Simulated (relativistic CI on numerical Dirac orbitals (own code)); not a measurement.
**Yb¹³⁺: q coefficients and field-shift factors**

Calculated at this level of theory: Dirac-Coulomb-Breit CI, KLI orbitals optimised for each configuration, derivatives by finite differences, unscaled Slater integrals, QED left out (own radial code, finite nucleus).

CI space (outside the closed core [Ar] 3d10 4p6 4d10): 4s2 4f10 5s, 4s2 4f11, 4s2 4f9 5s2, 4s2 4f10 6s, 4s2 4f9 6s2, 4s 4f12, 4f12 5s, 4f11 5s2. The list is cut by size and lacks configurations that can hold low levels.

With x = (α/α₀)² − 1 an excitation energy changes as ω = ω₀ + qx; K = 2q/ω₀ is the relative enhancement. Terms are leading LS components, so labels can repeat. The field-shift factor is F = δν/δ⟨r²⟩ for the transition from the lowest level.

Lowest level 4s2 4f9 5s2 6H°_15/2.

| Level | ω₀ (cm⁻¹) | q (cm⁻¹) | K | F (GHz/fm²) |
| --- | --- | --- | --- | --- |
| 4s2 4f9 5s2 6H°_13/2 | 6850.8 | 7316 | 2.14 | 0.378 |
| 4s2 4f9 5s2 6H°_11/2 | 11218.0 | 9647 | 1.72 | 0.53 |
| 4s2 4f9 5s2 6H°_9/2 | 14695.6 | 12150 | 1.65 | 0.675 |
| 4s2 4f9 5s2 6F°_11/2 | 15022.8 | 5414 | 0.721 | 0.435 |
| 4s2 4f9 5s2 6F°_9/2 | 16964.8 | 4216 | 0.497 | 0.418 |
| 4s2 4f9 5s2 6H°_7/2 | 17451.7 | 14830 | 1.7 | 0.816 |
| 4s2 4f9 5s2 6H°_5/2 | 19475.6 | 16460 | 1.69 | 0.906 |
| 4s2 4f9 5s2 6F°_7/2 | 20942.2 | 9137 | 0.873 | 0.662 |
| 4s2 4f9 5s2 6F°_5/2 | 23711.0 | 11780 | 0.993 | 0.804 |
| 4s2 4f9 5s2 6F°_3/2 | 25003.3 | 11180 | 0.894 | 0.802 |
| 4s2 4f9 5s2 6F°_1/2 | 26121.3 | 12780 | 0.978 | 0.88 |
| 4s2 4f9 5s2 4I°_15/2 | 34040.2 | -2619 | -0.154 | 0.423 |
| 4s2 4f9 5s2 4F°_9/2 | 34991.3 | 4751 | 0.272 | 0.705 |
| 4s2 4f9 5s2 4M°_21/2 | 38348.9 | 3124 | 0.163 | 0.764 |
| 4s2 4f9 5s2 4G°_11/2 | 38737.9 | 3988 | 0.206 | 0.713 |
| 4s2 4f9 5s2 4K°_17/2 | 40044.7 | 727.6 | 0.0363 | 0.693 |
| 4s2 4f9 5s2 4M°_19/2 | 40819.6 | 3308 | 0.162 | 0.806 |
| 4s2 4f9 5s2 4I°_13/2 | 41558.5 | 6086 | 0.293 | 0.865 |
| 4s2 4f9 5s2 4F°_7/2 | 43516.5 | 9137 | 0.42 | 1 |
| 4s2 4f9 5s2 4M°_15/2 | 45445.6 | 8731 | 0.384 | 1.05 |
| 4s2 4f9 5s2 4I°_11/2 | 45823.3 | 9044 | 0.395 | 1.05 |
| 4s2 4f9 5s2 4D°_3/2 | 46182.8 | -1563 | -0.0677 | 0.671 |
| 4s2 4f9 5s2 4M°_17/2 | 48189.7 | 11490 | 0.477 | 1.22 |

At this charge energies of transitions that change n are usually good to better than 1 %, and those within a shell (Δn = 0) to a few per cent. Terms inside the open d or f shell come out 10 to 20 % too wide with unscaled integrals. Levels and lines within the n = 5 or 6 shells can be off by up to 10 % or somewhat more, and those that change n by about 2 %, since core polarisation is missing.
